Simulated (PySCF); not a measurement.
C₄H₆N₂OS.
Cartesian coordinates in Å at the GFN2-xTB level; atoms count from 1:
```
atom  x, y, z in Å
C1     3.1365    0.0855    0.6149
S2     1.7930    0.8201    1.5901
C3     0.4746    0.2265    0.6572
N4     0.5298   -0.5130   -0.4069
N5    -0.7493   -0.7247   -0.7866
C6    -1.5154   -0.1138    0.0500
C7    -2.9892   -0.0522    0.0519
O8    -0.7933    0.5247    1.0141
H9     3.0274   -0.9935    0.6216
H10    4.0648    0.3855    1.0894
H11    3.0806    0.4607   -0.4012
H12   -3.3629   -0.6261   -0.7895
H13   -3.3189    0.9821   -0.0293
H14   -3.3783   -0.4623    0.9821
```

Computed, not measured: PySCF, TDDFT PBE0/def2-SVPD, vertical, gas phase, core orbitals frozen in the response.

Transition dipole moments from the ground state, in atomic units and in the frame of the coordinates above (overall signs are arbitrary), for the states with f of 0.002 or more among the lowest 8:

```json
{"state": "S2", "E (hartree)": "0.2054", "μx": "1.423", "μy": "0.309", "μz": "0.530"}
{"state": "S4", "E (hartree)": "0.2256", "μx": "0.011", "μy": "0.256", "μz": "-0.177"}
{"state": "S5", "E (hartree)": "0.2467", "μx": "0.006", "μy": "0.158", "μz": "-0.114"}
{"state": "S6", "E (hartree)": "0.2495", "μx": "0.032", "μy": "0.342", "μz": "0.488"}
{"state": "S7", "E (hartree)": "0.2560", "μx": "-0.076", "μy": "0.208", "μz": "-0.224"}
{"state": "S8", "E (hartree)": "0.2562", "μx": "0.292", "μy": "0.182", "μz": "0.121"}
```

Q: Work out the oscillator strengths.

A: f = (2/3) ΔE |μ|² with ΔE in hartree (27.2114 eV).

```json
{"state": "S2", "|μ|² (au)": "2.403", "|μ| (D)": "3.94", "f": "0.329"}
{"state": "S4", "|μ|² (au)": "0.097", "|μ| (D)": "0.79", "f": "0.015"}
{"state": "S5", "|μ|² (au)": "0.038", "|μ| (D)": "0.49", "f": "0.006"}
{"state": "S6", "|μ|² (au)": "0.356", "|μ| (D)": "1.52", "f": "0.059"}
{"state": "S7", "|μ|² (au)": "0.099", "|μ| (D)": "0.80", "f": "0.017"}
{"state": "S8", "|μ|² (au)": "0.133", "|μ| (D)": "0.93", "f": "0.023"}
```

Q: Which bond between heavy atoms lies closest to the direction of the S2 transition dipole?

A: N4–N5, at 5° from it; next S2–C3 at 17°.

Q: What angle do the transition dipoles of S6 and S7 make?

A: |cos θ| = |μa·μb| / (|μa| |μb|) = 0.22, so θ ≈ 77° (taken between 0 and 90°, since the signs are arbitrary).

Q: What peak molar absorption coefficient would the strongest computed level give as a lone Gaussian band 0.5 eV wide at half height?

A: ε(max) = 2.175×10⁸ f / FWHM, with the width in cm⁻¹. S2: 2.175×10⁸ × 0.3291 / 4033 ≈ 18000 L mol⁻¹ cm⁻¹.

One conformer stands for the species.
